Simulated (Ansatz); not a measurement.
Cartesian coordinates in Å:
```
C 1.8752 0.0020 0.3208
Al 0.1772 0.5712 1.0841
N -1.3575 0.2430 0.2197
Al -1.6752 -0.5698 -1.3340
H 2.5387 0.8594 0.1656
H 2.4016 -0.6738 1.0032
H 1.7594 -0.5107 -0.6368
H 0.0731 1.3352 2.4743
H -2.1856 0.5793 0.6988
H -0.4372 -1.1280 -2.1495
H -3.1697 -0.7078 -1.8463
```

Total charge 0; spin multiplicity 1.

Q: List the CAM-B3LYP/def2-TZVPP orbital energies in eV (Ansatz). (Estimate.)

A: Ansatz gave: Occupied: -1525.98, -1525.73, -390.48, -277.86, -114.05, -113.82, -74.80, -74.59, -74.59, -74.56, -74.36, -74.34, -23.90, -20.54, -14.10, -13.35, -12.45, -12.42, -11.60, -10.22, -9.69, -9.35, -9.34. Lowest empty: -0.03, 0.57, 0.97, 1.66, 2.19, 2.99, 3.47, 3.53.
